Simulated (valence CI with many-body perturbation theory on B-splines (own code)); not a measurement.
Level structure of Ba¹⁵⁺

Calculated by relativistic CI+MBPT: five valence electrons over a frozen Dirac-Fock core [Kr], a basis of 7 s, 7 p, 8 d, 6 f, 4 g, 1 h functions for each j, with the one-electron correlation potential Σ1 (screened to all orders), the two-electron term Σ2, the three-electron term Σ3, Breit, model QED; selected single and double excitations, second order for the rest, scaled by the run's own slope (own B-spline code, finite nucleus).

No measured spectrum was set against this ion. As an estimate, terms of the open shell hold to 2 to 4 % of their energy, and close levels can change places. Among the levels kept, up to 610 cm⁻¹ of a level comes from second order outside the variational space, and about a tenth of that is noise between levels of different J, which matters for small intervals. Only levels of the ground parity were solved; by the run's estimate the other parity begins above the list, which can be wrong where configurations are misplaced.

Levels 1 to 32 of 32, with energies above the lowest level, 4d5 6S_5/2. "Leading %" is the weight of the configuration and term that name the level; weights of strongly mixed levels are sums over their largest components and can fall short, so below about 35 % the name and the second component can differ from the true leading terms, or belong to a minority configuration.

```
No.  Configuration  Term     J  E (cm⁻¹)  Leading %  Second component      g
  1            4d5    6S   5/2       0.0         83       14 % 4d5 4P  1.922
  2            4d5    4G   5/2     34910         30       21 % 4d5 2F  1.034
  3            4d5    4G   7/2     46416         62       14 % 4d5 4D  1.091
  4            4d5    4D   3/2     48757         47       40 % 4d5 4P  1.349
  5            4d5    4G  11/2     48879         75       18 % 4d5 2H  1.216
  6            4d5    4G   5/2     50614         41       28 % 4d5 4D  1.068
  7            4d5    4G   9/2     51335         81        9 % 4d5 4F  1.168
  8            4d5    4P   1/2     56162         58       34 % 4d5 4D  1.698
  9            4d5    4D   7/2     62472         62       23 % 4d5 4G  1.290
 10            4d5    2D   5/2     66948         33       29 % 4d5 4D  1.273
 11            4d5    2I  11/2     71823         71       17 % 4d5 4G  1.001
 12            4d5    4D   1/2     72547         65       30 % 4d5 4P  0.895
 13            4d5    2F   7/2     74596         41       25 % 4d5 4F  1.125
 14            4d5    4D   3/2     75240         41       38 % 4d5 4P  1.324
 15            4d5    2G   9/2     78277         48       26 % 4d5 4F  1.161
 16            4d5    2I  13/2     79042         99                    1.076
 17            4d5    4F   3/2     79780         54       30 % 4d5 2D  0.715
 18            4d5    2F   5/2     83353         33       25 % 4d5 4F  1.030
 19            4d5    2H   9/2     93133         51       44 % 4d5 4F  1.105
 20            4d5    4F   5/2     93445         30       29 % 4d5 2F  1.113
 21            4d5    2G   7/2     95466         60       28 % 4d5 2F  1.001
 22            4d5    2F   5/2    100670         47       21 % 4d5 4F  1.036
 23            4d5    2D   3/2    101230         59       33 % 4d5 4F  0.722
 24            4d5    2F   7/2    104590         67       20 % 4d5 2G  1.101
 25            4d5    4F   7/2    109140         46       34 % 4d5 2F  1.173
 26            4d5    2S   1/2    109350         79       11 % 4d5 4P  1.945
 27            4d5    2H  11/2    112220         70       22 % 4d5 2I  1.066
 28            4d5    2G   9/2    112380         46       32 % 4d5 2H  1.087
 29            4d5    2D   3/2    123380         84        9 % 4d5 4D  0.827
 30            4d5    2D   5/2    124860         55       32 % 4d5 2F  1.083
 31            4d5    2D   5/2    134260         63       24 % 4d5 2F  1.124
 32            4d5    2G   9/2    135720         96                    1.110
```

Names give the largest LS component (configuration and term), which can be under half, so a name can repeat, a term be missing and a line seem to break the LS rules; names also repeat where a configuration has a term twice.

Where two levels of one J and parity lie close, their mixing, g and order are uncertain.

The ionisation energy to 4d4 5D_0 of the next ion comes out as 390.26 eV (NIST: 390 ± 3 eV (theoretical)). All 32 levels together are meant to be complete up to 139860 cm⁻¹.
